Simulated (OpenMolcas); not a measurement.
Ti3+ (d1) among equal point charges was computed by CASSCF with the d shell active (OpenMolcas, ANO-RCC-VDZP on the metal). Its lowest spin-free states, and all those of the highest spin:

```json
{"2S+1": "2", "Degeneracy": "1", "E (cm-1)": "0.0"}
{"2S+1": "2", "Degeneracy": "2", "E (cm-1)": "2584"}
{"2S+1": "2", "Degeneracy": "1", "E (cm-1)": "9610"}
{"2S+1": "2", "Degeneracy": "1", "E (cm-1)": "13518"}
```

Problem. Is the site octahedral, tetrahedral or cube-like, axial, or of lower symmetry?

Solution. The states with 2S+1 = 2 have orbital degeneracies 1, 2, 1, 1. There are pairs but no triples, so the site is axial: not cubic, but with a proper or improper axis of order three or more. The run had Ti3+ among 4 point charges of -1.6 e arranged as a square (D4h), 2.14 Å from the ion.

This is an electrostatic model: the charges have no orbitals. No measured value stands beside these numbers.
